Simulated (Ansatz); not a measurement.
Reaction (substitution at a C–In bond): `[CH3][InH][SH]` + `[CH3][GaH][NH2]` → `C[NH][GaH][CH3]` + `[SH][InH2]`

Gas-phase electronic energies from Ansatz, PBE0-D4/def2-TZVP geometries. CBS: MP2 limit from def2 TZ/QZ plus the TZ coupled-cluster correction, frozen cores. DFT in def2-TZVPP. B3LYP here is the variant with VWN-RPA as its local correlation; programs differ in this. def2 core potentials past Kr. For Ga, In outer-core shells are correlated without core-valence functions, which leaves a few kJ/mol of doubt a bond. Scalar relativity is left out up to krypton. One conformer a species, not always the lowest.

| level | ΔE (kJ/mol) | difference from CCSD(T)/CBS |
| --- | --- | --- |
| PBE-D4 | 61.7 | -10.1 |
| revPBE-D4 | 57.8 | -14.0 |
| BLYP-D4 | 60.3 | -11.5 |
| PBE0-D4 | 62.2 | -9.6 |
| B3LYP-D4 | 61.2 | -10.6 |
| r2SCAN0-D4 | 65.1 | -6.7 |
| B2PLYP | 67.4 | -4.4 |
| PBE | 63.3 | -8.5 |
| revPBE | 65.7 | -6.1 |
| r2SCAN | 65.8 | -6.0 |
| BHLYP | 62.2 | -9.6 |
| HF/def2-SVP | 43.1 | -28.7 |
| MP2/def2-SVP | 52.1 | -19.7 |
| HF/def2-TZVPP | 58.2 | -13.6 |
| MP2/def2-TZVPP | 75.6 | 3.8 |
| SCS-MP2/def2-TZVPP | 69.9 | -1.9 |
| CCSD(T)/CBS | 71.8 | 0 |

Largest T1 diagnostic among the species: 0.014.

Leaving LDA and LC-ωPBE aside and taking each functional with its dispersion term where it has one, the values, not all of them listed here, spread over 11.4 kJ/mol, from B97M-V to B2PLYP. LDA lies −8.6 kJ/mol from PBE without D4. At CCSD(T), def2-SVP lies −27.1 kJ/mol from the extrapolated value and def2-TZVPP −4.3 kJ/mol.
